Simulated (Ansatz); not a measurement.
One geometry of the cluster Pt4, several levels of theory.

```yaml
crystal:
  periodic: [false, false, false]
  atoms:
    - {symbol: Pt, position_ang: [0.638605, 0.038380, -1.593839]}
    - {symbol: Pt, position_ang: [1.453028, 0.639988, 0.655002]}
    - {symbol: Pt, position_ang: [-1.611936, -0.059915, -0.589894]}
    - {symbol: Pt, position_ang: [-0.479697, -0.618452, 1.528730]}
basis:
  gaussian: {orbitals: def2-TZVP, initial_orbitals: start.molden}
hamiltonian: {xc: pbe}
correlation: {method: rpa}
scf: {omitted_lower_state_checks: [starts]}
```

The file start.molden holds the orbitals of an earlier run on this structure, at another level or in another basis.

```sh
$ ansatz run in.yaml --threads 4 --pin off --events-out ev --progress --plain --max-ram 3916MiB
```

Shortened log:

```
Functional definition: PBE
1504 factors; integrals over basis functions are off by at most 1.9e-4 eV
mean field evaluation 1: about -12995.4864 eV, gradient 9.6e0 eV
mean field evaluation 2: about -12995.7164 eV, gradient 3.4e-1 eV
mean field evaluation 4: about -12995.7000 eV, gradient 1.6e-2 eV
mean field evaluation 8: about -12995.7000 eV, gradient 2.1e-6 eV
mean field -12995.69999420 eV, -477.5831659849 hartree, gradient 3.2e-6 eV, S^2 0.000000; 0 other end points of the search recorded, 0 dependent functions left out; unrestricted orbitals would lower it
mean field evaluation 16: about -12885.9609 eV, gradient 2.8e0 eV
mean field evaluation 32: about -12888.1062 eV, gradient 6.7e-2 eV
reference -12884.18145098 eV, -473.4849351116 hartree; 36, 36 occupied and 124, 124 virtual orbitals, 1504 factors
Total energy: -12947.60774491 eV, -475.8158084216 hartree
Checks for a lower state left out: starts
```

It took 21 s on 4 threads of Arm Neoverse V2 on a shared host, peak host memory 0.74 GiB.

First input, but with `gaussian: {orbitals: def2-SVP, initial_orbitals: start.molden}`, `hamiltonian: {xc: pbe, dispersion: d4}`, `output: {orbitals: {seedname: orbitals}}` and without the key `correlation` (abridged; 2 s):

```
Functional definition: PBE
mean field -12994.79557595 eV, -477.5499292273 hartree, gradient 8.5e-6 eV, S^2 0.000000
Total energy: -12995.07786126 eV, -477.5603030210 hartree
Checks for a lower state left out: starts
```

The first input with `hamiltonian: {xc: lda}`, `output: {orbitals: {seedname: orbitals}}` and without the key `correlation` (abridged; 1.4 s):

```
Functional definition: SPW92
mean field evaluation 16: about -12972.7651 eV, gradient 3.5e-6 eV
mean field -12972.76512638 eV, -476.7403251383 hartree, gradient 3.5e-6 eV, S^2 0.000000
Total energy: -12972.76516434 eV, -476.7403265335 hartree
Checks for a lower state left out: starts
```

First input, but with `hamiltonian: {xc: r2scan, dispersion: d4}`, `output: {forces: true, orbitals: {seedname: orbitals}}` and without the key `correlation` (abridged; 6 s):

```
Functional definition: r2SCAN
mean field -12995.97347664 eV, -477.5932162793 hartree, gradient 1.4e-5 eV, S^2 0.000000
Total energy: -12996.02080285 eV, -477.5949554853 hartree
Atom 0 force    -0.245740     0.080932     0.559517 eV/Å
Atom 1 force    -0.474734    -0.314592    -0.236193 eV/Å
Atom 2 force     0.581049    -0.073498     0.192634 eV/Å
Atom 3 force     0.139425     0.307158    -0.515958 eV/Å
Dipole moment:    -0.000003     0.000011     0.000001 e Å
Checks for a lower state left out: starts
```

As the first input, with `gaussian: {orbitals: def2-TZVPD, initial_orbitals: start.molden}`, `hamiltonian: {xc: pbe, dispersion: d4}`, `output: {orbitals: {seedname: orbitals}}` and without the key `correlation` (abridged; 2.8 s):

```
Functional definition: PBE
mean field -12995.70723371 eV, -477.5834320322 hartree, gradient 4.4e-5 eV, S^2 0.000000
Total energy: -12995.98954681 eV, -477.5938068471 hartree
Checks for a lower state left out: starts
```

The first input with `hamiltonian: {xc: {text: "exchange = 0.50*pbe_x + 0.50*exact_x\ncorrelation = pbe_c"}}`, `output: {orbitals: {seedname: orbitals}}` and without the key `correlation` (abridged; 3.9 s):

```
Functional definition: unnamed
mean field -12982.36089621 eV, -477.0929631753 hartree, gradient 2.1e-5 eV, S^2 0.000000
Total energy: -12982.36091760 eV, -477.0929639615 hartree
Checks for a lower state left out: starts
```

The first input with `hamiltonian: {xc: pbe0, dispersion: d4}`, `output: {orbitals: {seedname: orbitals}}` and without the key `correlation` (abridged; 3.4 s):

```
Functional definition: PBE0
mean field -12988.80796754 eV, -477.3298886767 hartree, gradient 7.8e-6 eV, S^2 0.000000
Total energy: -12989.04844186 eV, -477.3387259451 hartree
Checks for a lower state left out: starts
```

Geometry: PBE0-D4/def2-SVP.

In the def2 sets Pt takes a core potential; there is no spin–orbit coupling. Correlated methods freeze no core orbitals; core or outer-core shells of Pt are correlated, in sets that lack core-valence functions. At RPA@PBE/def2-TZVP, r2SCAN-D4/def2-TZVP, PBE0-D4/def2-TZVP the restricted singlet (for correlated methods, its reference) is unstable: a solution with broken spin symmetry lies lower. The restricted singlet is unstable towards broken spin symmetry at other levels; at PBE-D4/def2-SVP, LDA (SPW92)/def2-TZVP, PBE-D4/def2-TZVPD, PBE with 50 % exact exchange/def2-TZVP this wasn't settled. The geometry of the singlet was relaxed on an unsound state (restricted singlet, unstable towards broken spin symmetry at other levels and untested here). The structure comes from a short search, and lower isomers may exist.
